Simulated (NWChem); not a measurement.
System: BAsH₄O; SMILES OB[AsH2]

Parts of the log:

```
             Northwest Computational Chemistry Package (NWChem) 7.3.0
             --------------------------------------------------------

                             Geometry "geometry" -> ""
                             -------------------------

 Output coordinates in angstroms (scale by  1.889725989 to convert to a.u.)

  No.       Tag          Charge          X              Y              Z
 ---- ---------------- ---------- -------------- -------------- --------------
    1 B                    5.0000    -0.57486000     1.20870400     0.00434400
    2 As                  33.0000     0.04958500    -0.75910500    -0.03650100
    3 H                    1.0000    -0.67537700    -1.11279000     1.26392800
    4 H                    1.0000     1.39091900    -0.51705100     0.67351100
    5 H                    1.0000    -1.74594700     1.45071000     0.00489800
    6 O                    8.0000     0.25388800     2.27512200    -0.06470500
    7 H                    1.0000     1.19467400     2.04198400    -0.04433900

 Effective nuclear repulsion energy (a.u.)     153.9727242621

                              NWChem Property Module
                              ----------------------

  itol2e modified to match energy
  convergence criterion.

                                 NWChem DFT Module
                                 -----------------

 Summary of "ao basis" -> "ao basis" (spherical)
 ------------------------------------------------------------------------------
       Tag                 Description            Shells   Functions and Types
 ---------------- ------------------------------  ------  ---------------------
 B                          6-311g**                 8       18   4s3p1d
 As                         6-311g**                18       44   8s7p3d
 H                          6-311g**                 4        6   3s1p
 O                          6-311g**                 8       18   4s3p1d

  itol2e modified to match energy
  convergence criterion.

[...]

          -----------------------------------------
          Chemical Shielding Tensors (GIAO, in ppm)
          -----------------------------------------

                                NWChem CPHF Module
                                ------------------

  scftype          =     RHF
  nclosed          =       25
  nopen            =        0
  variables        =     1975
  # of vectors     =        3
  tolerance        = 0.10D-03
  level shift      = 0.00D+00
  max iterations   =       50
  max subspace     =       30

 SCF residual:    4.0022760629293959E-004

Iterative solution of linear equations
  No. of variables     1975
  No. of equations        3
  Maximum subspace       30
        Iterations       50
       Convergence  1.0D-04

   iter   nsub   residual    time
   ----  ------  --------  ---------
     1      3    3.98D-01      54.2
     2      6    1.82D-02      59.4
     3      9    8.60D-04      65.3
     4     12    3.26D-05      70.7

      Atom:    1  B
        Diamagnetic
    194.8919     -2.5621     -0.2211
     -2.5621    210.6441     -0.9622
     -0.2211     -0.9622    184.4116

        Paramagnetic
   -204.4733    -25.2235      4.6933
    -25.2235   -177.0762      3.1946
      4.6933      3.1946    -89.4035

        Total Shielding Tensor
     -9.5813    -27.7856      4.4722
    -27.7856     33.5678      2.2323
      4.4722      2.2323     95.0081

           isotropic =      39.6649
          anisotropy =      83.3314

          Principal Components and Axis System
                 1           2           3
               95.2191     47.1714    -23.3959

      1         0.0375     -0.4398      0.8973
      2         0.0193      0.8981      0.4393
      3         0.9991     -0.0008     -0.0422

      Atom:    2  As
        Diamagnetic
   2876.5442     -0.7527      0.0720
     -0.7527   2877.6316     -1.7242
      0.0720     -1.7242   2873.3208

        Paramagnetic
  -1059.9415    -94.6701     36.2282
    -94.6701  -1069.3500    -58.7017
     36.2282    -58.7017  -1238.3149

        Total Shielding Tensor
   1816.6027    -95.4228     36.3003
    -95.4228   1808.2815    -60.4259
     36.3003    -60.4259   1635.0060

           isotropic =    1753.2967
          anisotropy =     256.1289

          Principal Components and Axis System
                 1           2           3
             1924.0493   1720.0646   1615.7763

      1         0.6885      0.7241     -0.0396
      2        -0.6877      0.6693      0.2813
      3         0.2302     -0.1664      0.9588

      Atom:    3  H
        Diamagnetic
     26.0529      2.7959     -9.0124
      2.7959     23.9961     -6.2870
     -9.0124     -6.2870     36.3585

        Paramagnetic
      2.0310     -0.9708      2.7097
     -0.9708      0.3463      2.0619
      2.7097      2.0619     -1.9315

        Total Shielding Tensor
     28.0838      1.8251     -6.3027
      1.8251     24.3424     -4.2252
     -6.3027     -4.2252     34.4269

           isotropic =      28.9511
          anisotropy =      16.0742

          Principal Components and Axis System
                 1           2           3
               39.6672     24.4699     22.7161

      1        -0.4924      0.8470      0.2004
      2        -0.2853     -0.3746      0.8822
      3         0.8223      0.3772      0.4261

      Atom:    4  H
        Diamagnetic
     39.4336      1.4021      9.2446
      1.4021     22.9839      0.2714
      9.2446      0.2714     24.5772

        Paramagnetic
     -2.8806      0.0119     -2.6800
      0.0119      1.8091     -0.4944
     -2.6800     -0.4944      2.7209

[...]
```

Level: B3LYP/6-311G** (spherical d), GIAO. Coordinates come from a B3LYP/6-31G* (spherical d) optimisation. B3LYP is NWChem's, with the RPA form of VWN correlation. The printed shielding anisotropy is the first printed principal value minus the mean of the other two.

Q: Which NWChem input produces such a log?

A: Several could match; the one computed here: the input that was run:
```
start job
memory heap 200 mb stack 900 mb global 1100 mb
geometry units angstroms noautosym nocenter noautoz
  B     -0.574860     1.208704     0.004344
  As     0.049585    -0.759105    -0.036501
  H     -0.675377    -1.112790     1.263928
  H      1.390919    -0.517051     0.673511
  H     -1.745947     1.450710     0.004898
  O      0.253888     2.275122    -0.064705
  H      1.194674     2.041984    -0.044339
end
basis spherical
  B library 6-311g**
  As library 6-311g**
  H library 6-311g**
  O library 6-311g**
end
dft
  xc b3lyp
  iterations 150
end
property
  shielding
end
task dft property
```
